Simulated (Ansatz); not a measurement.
`OC[SiH](O)[SiH3]` + `CBOCN` → `CB[SiH](O)[SiH3]` + `NCOCO`  (formal exchange of groups at the Si–C bond)

Gas-phase electronic energies from Ansatz, PBE0-D4/def2-TZVP geometries. CCSD(T)/CBS is the MP2 limit (def2-TZVPP, def2-QZVPP) plus CCSD(T) − MP2 in def2-TZVPP, frozen cores. Functionals use def2-TZVPP. B3LYP here is the variant with VWN-RPA as its local correlation; programs differ in this. Each species was taken in one conformer, which may not be the lowest.

**Question.** Is it downhill or uphill in electronic energy at CCSD(T)/CBS, and by how much? (Estimate.)

**Answer.** Computed: Uphill: ΔE = +46.9 kcal/mol.

**Question.** What do these levels give: r2SCAN-D4, B3LYP-D4, ωB97X-V, r2SCAN, CCSD/def2-TZVPP, MP2/CBS(def2)? (Best estimate.)

**Answer.** Ansatz gave: r2SCAN-D4 45.6, B3LYP-D4 46.5, ωB97X-V 45.4, r2SCAN 45.7, CCSD/def2-TZVPP 46.2, MP2/CBS(def2) 48.9 kcal/mol.

Largest T1 diagnostic among the species: 0.013.
